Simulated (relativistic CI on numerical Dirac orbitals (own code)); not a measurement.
Forbidden transitions in Dy50+

These numbers are calculated, not measured: Dirac-Coulomb-Breit CI, separate exchange-only KLI orbitals for each configuration, QED by a radiative potential, unscaled Slater integrals (own radial code, finite nucleus).

Configurations in the expansion (outside the closed core [Ne]): 3s2.3p4, 3s.3p5, 3s2.3p3.3d, 3p6, 3s.3p4.3d, 3p5.3d, 3s.3p3.3d2, 3s2.3p2.3d.4p, 3p5.4s, 3s.3p3.3d.4s, 3s2.3p3.4s, 3p5.4p, 3s2.3p3.4p, 3s2.3p3.4d, 3p4.3d.4p, 3s.3p4.4s, 3s2.3p3.4f, 3s.3p4.4p, 3s.3p4.4d, 3s.3p4.4f, 3s2.3p3.5s, 3s2.3p3.5p, 3s2.3p2.4s.4p, 3s2.3p3.5d, 3s2.3p3.5f, 3s2.3p3.5g, 3s.3p3.4s2, 3s.3p4.5s, 3s2.3p2.3d2, 3s2.3p.3d3, 3s.3p2.3d3, 3s2.3p.3d2.4s, 3s2.3p.3d2.4p, 3s2.3p.3d2.4d, 3p4.3d2, 3p3.3d3, 3p3.3d2.4s, 3p3.3d2.4p, 3p3.3d2.4d, 3s2.3p2.3d.4s, 3s.3p2.3d2.4s, 3s2.3p.3d.4s2, 3s2.3p.3d.4s.4p, 3s2.3p.3d.4s.4d, 3p4.3d.4s, 3p3.3d.4s2, 3p3.3d.4s.4p, 3p3.3d.4s.4d, 3s2.3p2.4s2, 3s.3p2.3d.4s2, 3s2.3p.4s2.4p, 3s2.3p.4s2.4d, 3s2.3p2.4p2, 3s2.3p.3d.4p2, 3s.3p2.3d.4p2, 3s2.3p.4s.4p2, 3s2.3p.4p3, 3s2.3p.4p2.4d, 3s.3p3.4s.4p, 3s.3p2.3d.4s.4p, 3s.3p2.4s2.4p, 3s.3p2.4s.4p2, 3s.3p2.4s.4p.4d. Double excitations out of closed p, d and f shells are left out; levels of such configurations are missing from the list, as are those of other unlisted configurations, and high levels can miss mixing partners. These lack a partner that the ground configuration has and come out too high: 3s2.3p3.4f, 3s.3p4.4p, 3s.3p4.4d, 3s.3p4.4f, 3s2.3p3.5s.

```
λ vac (nm)                  Lower                  Upper  Type   A (s⁻¹)  log gf
    5.7524  3s2.3p3.3d 3D°_3 [26]  3s2.3p3.3d 3F°_4 [87]    M1  1.57e+07   -4.15
    5.7589  3s2.3p3.3d 5D°_4 [27]  3s2.3p3.3d 3F°_4 [87]    M1  5.98e+07   -3.57
    5.7734       3s2.3p4 3P_1 [3]      3s2.3p4 3P_0 [21]    M1  1.72e+08   -4.07
    5.9527       3s2.3p4 3P_2 [1]       3s2.3p4 1D_2 [5]    E2  9.57e+05   -5.59
    5.9527       3s2.3p4 3P_2 [1]       3s2.3p4 1D_2 [5]    M1  3.97e+07   -3.98
    6.0015   3s2.3p3.3d 3D°_2 [4]  3s2.3p3.3d 3G°_4 [19]    E2  2.68e+05   -5.89
    6.0681  3s2.3p3.3d 3F°_4 [29]  3s2.3p3.3d 3F°_4 [87]    M1  7.87e+06   -4.41
    6.1241   3s2.3p3.3d 3F°_4 [9]  3s2.3p3.3d 3G°_5 [33]    E2  5.24e+05   -5.49
    6.1241   3s2.3p3.3d 3F°_4 [9]  3s2.3p3.3d 3G°_5 [33]    M1  1.22e+07   -4.12
    6.1594  3s2.3p3.3d 3G°_5 [33]  3s2.3p3.3d 3F°_4 [87]    M1  1.64e+07   -4.08
    6.2105       3s2.3p4 3P_2 [1]       3s2.3p4 3P_1 [3]    M1  6.38e+07   -3.96
    6.2171   3s2.3p3.3d 3F°_4 [9]  3s2.3p3.3d 3F°_4 [29]    E2  3.68e+05   -5.72
    6.2171   3s2.3p3.3d 3F°_4 [9]  3s2.3p3.3d 3F°_4 [29]    M1  6.77e+06   -4.45
    6.2326   3s2.3p3.3d 3F°_3 [8]  3s2.3p3.3d 3G°_4 [19]    E2  5.40e+05   -5.55
    6.2326   3s2.3p3.3d 3F°_3 [8]  3s2.3p3.3d 3G°_4 [19]    M1  1.12e+07   -4.23
    6.3398  3s2.3p3.3d 3D°_2 [10]  3s2.3p3.3d 3F°_4 [29]    E2  3.12e+05   -5.77
    6.5791   3s2.3p3.3d 3F°_4 [9]  3s2.3p3.3d 5D°_4 [27]    M1  4.74e+07   -3.56
    6.7963       3s2.3p4 1S_0 [2]       3s2.3p4 3P_1 [3]    M1  2.08e+07   -4.37
    6.9175  3s2.3p3.3d 3F°_3 [37]  3s2.3p3.3d 3F°_4 [87]    M1  7.04e+06   -4.34
    6.9995  3s2.3p3.3d 3D°_3 [11]  3s2.3p3.3d 3F°_4 [29]    M1  5.56e+06   -4.43
    7.3376  3s2.3p3.3d 1F°_3 [42]  3s2.3p3.3d 3F°_4 [87]    M1  1.43e+07   -3.98
    7.4617  3s2.3p3.3d 3D°_3 [11]  3s2.3p3.3d 5D°_4 [27]    M1  1.82e+07   -3.86
    9.2660  3s2.3p3.3d 3D°_3 [11]  3s2.3p3.3d 3G°_4 [19]    M1  2.57e+05   -5.53
    24.143  3s2.3p3.3d 3F°_3 [18]  3s2.3p3.3d 3F°_4 [29]    M1  3.86e+05   -4.52
    26.746  3s2.3p3.3d 3G°_4 [19]  3s2.3p3.3d 3G°_5 [33]    M1  5.62e+05   -4.18
    28.946   3s2.3p3.3d 3F°_3 [8]   3s2.3p3.3d 3F°_4 [9]    M1  4.97e+05   -4.25
    72.055       3s2.3p4 3P_2 [1]       3s2.3p4 1S_0 [2]    E2  1.19e+01   -9.03
```

Terms are leading LS components. Brackets give the number of a level in order of energy, since labels repeat. The list gives strong lines, with weight on those to low levels, among the lowest 400 of 10362 levels, so that lines to higher ones, which can be the strongest, are missing. Levels whose partners in the same complex of configurations lie outside the list can be far off, and so can their lines. Rates are taken at the computed energies, electric ones in the length gauge.

At this charge energies of transitions that change n are usually good to better than 1 %, and those within a shell (Δn = 0) to a few per cent.

LS names give the leading component of a level, which can be under half, so a name can repeat, a term be missing and a line seem to break the LS rules.
